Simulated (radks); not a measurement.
Problem. Neutral lithium, configuration [He] 2s1. All-electron calculation, Dirac Kohn-Sham, SOGGA, spin-unpolarised, spherical densities, finite nucleus; Fermi nuclear charge, rms radius 2.444 fm. Program: a radial shooting solver on a logarithmic mesh with Libxc functionals. Some entries of the table are withheld. Estimate them.

orbital  occ.  eigenvalue (Ry)  <r^2> (bohr^2)  <1/r> (bohr^-1)
1s1/2       2              (1)          0.4689            2.660
2s1/2       1              (2)             (3)           0.3471
2p1/2       0              (4)           32.27           0.2542
2p3/2       0              (5)           32.28           0.2542

Solution. 
(1) 1s1/2 eigenvalue (Ry): -3.76386
(2) 2s1/2 eigenvalue (Ry): -0.20337
(3) 2s1/2 <r^2> (bohr^2): 18.61
(4) 2p1/2 eigenvalue (Ry): -0.07398
(5) 2p3/2 eigenvalue (Ry): -0.07397
